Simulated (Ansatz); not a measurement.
Computed with Ansatz on PBE0-D4/def2-TZVP structures; ΔE is electronic, products minus reactants. CCSD(T)/CBS is the MP2 limit (def2-TZVPP, def2-QZVPP) plus CCSD(T) − MP2 in def2-TZVPP, frozen cores. DFT in def2-TZVPP. For Ge outer-core shells are correlated without core-valence functions, which leaves a few kJ/mol of doubt a bond. Scalar relativity is left out up to krypton. Each species was taken in one conformer, which may not be the lowest.

Consider the formal exchange of groups at the Si–Si bond: `[SiH3][SiH2][SiH2][SiH2][SiH2][SiH3]` + `[SiH3][SiH2][GeH3]` → `[SiH3][SiH2][SiH2][GeH2][SiH2][SiH3]` + `[SiH3][SiH2][SiH3]`.

`[SiH3][SiH2][SiH2][SiH2][SiH2][SiH3]`:

Z-matrix (Å, degrees):
```
Si
Si 1 2.340
H 1 1.487 2 111.3
H 1 1.488 2 109.9 3 120.1
H 1 1.487 2 109.8 3 -120.3
Si 2 2.342 1 112.9 3 64.6
H 2 1.491 1 109.6 3 -57.6
H 2 1.491 1 107.8 3 -174.6
Si 6 2.339 2 111.1 1 -82.2
H 6 1.490 2 109.2 1 38.6
H 6 1.491 2 109.5 1 156.6
Si 9 2.338 6 110.0 2 52.0
H 9 1.491 6 109.8 2 172.5
H 9 1.490 6 109.0 2 -69.0
Si 12 2.339 9 109.4 6 53.5
H 12 1.489 9 108.7 6 -66.6
H 12 1.490 9 110.8 6 174.7
H 15 1.488 12 109.3 9 69.7
H 15 1.488 12 110.0 9 -49.0
H 15 1.487 12 111.6 9 -169.7
```

`[SiH3][SiH2][GeH3]`:

Z-matrix (Å, degrees):
```
Si
Si 1 2.337
H 1 1.488 2 109.7
H 1 1.488 2 111.3 3 120.4
H 1 1.488 2 109.7 3 -119.2
Ge 2 2.380 1 110.4 3 59.6
H 2 1.490 1 109.9 3 -179.8
H 2 1.490 1 109.9 3 -61.0
H 6 1.538 2 110.2 1 -59.7
H 6 1.538 2 110.2 1 59.6
H 6 1.538 2 111.3 1 179.9
```

`[SiH3][SiH2][SiH2][GeH2][SiH2][SiH3]`:

```xyz
20

Si    1.603   -2.152    0.120
Si    2.011   -0.108   -0.942
Si    0.235    0.371   -2.381
Ge   -1.805    0.330   -1.152
Si   -1.643    1.643    0.832
Si   -0.644    0.483    2.601
H     1.722   -3.254   -0.873
H     2.564   -2.397    1.228
H     0.222   -2.170    0.672
H     3.304   -0.168   -1.679
H     2.103    0.981    0.071
H     0.402    1.720   -2.990
H     0.185   -0.636   -3.478
H    -2.953    0.865   -2.031
H    -2.150   -1.123   -0.773
H    -0.862    2.877    0.536
H    -3.009    2.059    1.258
H    -0.693    1.302    3.842
H    -1.370   -0.793    2.840
H     0.778    0.172    2.299
```

`[SiH3][SiH2][SiH3]`:

Z-matrix (Å, degrees):
```
Si
Si 1 2.338
H 1 1.488 2 109.8
H 1 1.488 2 111.3 3 120.4
H 1 1.488 2 109.8 3 -119.2
Si 2 2.338 1 110.3 3 59.6
H 2 1.490 1 109.6 3 -179.6
H 2 1.490 1 109.6 3 -61.1
H 6 1.488 2 109.8 1 -59.5
H 6 1.488 2 109.8 1 59.7
H 6 1.488 2 111.3 1 -179.9
```

```json
{"species": "`[SiH3][SiH2][SiH2][SiH2][SiH2][SiH3]`", "r2SCAN energy (Eh)": "-1745.25149"}
{"species": "`[SiH3][SiH2][GeH3]`", "r2SCAN energy (Eh)": "-2660.73725"}
{"species": "`[SiH3][SiH2][SiH2][GeH2][SiH2][SiH3]`", "r2SCAN energy (Eh)": "-3532.78165"}
{"species": "`[SiH3][SiH2][SiH3]`", "r2SCAN energy (Eh)": "-873.21188"}
```

Work out ΔE.

ΔE = (-3532.78165) + (-873.21188) − (-1745.25149) − (-2660.73725) = -0.00479 Eh = -12.6 kJ/mol. CCSD(T)/CBS gives -16.2 kJ/mol.

Largest T1 diagnostic among the species: 0.014.

At CCSD(T), def2-SVP lies +3.4 kJ/mol from the extrapolated value and def2-TZVPP +0.2 kJ/mol. Leaving LDA and LC-ωPBE aside and taking each functional with its dispersion term where it has one, the values, not all of them listed here, spread over 10.6 kJ/mol, from BHLYP-D4 to B97M-V.
